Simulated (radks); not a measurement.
Results of a calculation; reference values are marked as such.
Trend from Sc3+ to Zn3+: ionisation energy by Delta-SCF between NIST ground configurations, and size. Code: a radial shooting solver on a logarithmic mesh with Libxc functionals. Model: non-relativistic Kohn-Sham, PBEsol, spin-polarised, spherical densities, point nucleus; open shells are filled with parallel spins first.

| species | configuration | IE (eV) | NIST (eV) | kind | r at 0.001 e/bohr^3 (bohr) |
|---|---|---|---|---|---|
| Sc3+ | [Ar] | 73.389 | 73.489 | exp. | 2.73 |
| Ti3+ | [Ar] 3d1 | 43.728 | 43.267 | exp. | 2.77 |
| V3+ | [Ar] 3d2 | 46.835 | 46.709 | exp. | 2.78 |
| Cr3+ | [Ar] 3d3 | 49.788 | 49.16 | semi-emp. | 2.76 |
| Mn3+ | [Ar] 3d4 | 52.615 | 51.2 | semi-emp. | 2.74 |
| Fe3+ | [Ar] 3d5 | 55.337 | 54.91 | exp. | 2.70 |
| Co3+ | [Ar] 3d6 | 52.260 | 51.3 | semi-emp. | 2.69 |
| Ni3+ | [Ar] 3d7 | 55.371 | 54.9 | semi-emp. | 2.66 |
| Cu3+ | [Ar] 3d8 | 58.341 | 57.38 | semi-emp. | 2.63 |
| Zn3+ | [Ar] 3d9 | 61.196 | 59.57 | exp. | 2.60 |

Reference values: NIST Atomic Spectra Database (exp. = measured, semi-emp. = semi-empirical, theory = theoretical value adopted there). Open shells are spherical and high-spin; term and fine-structure splittings are not resolved.
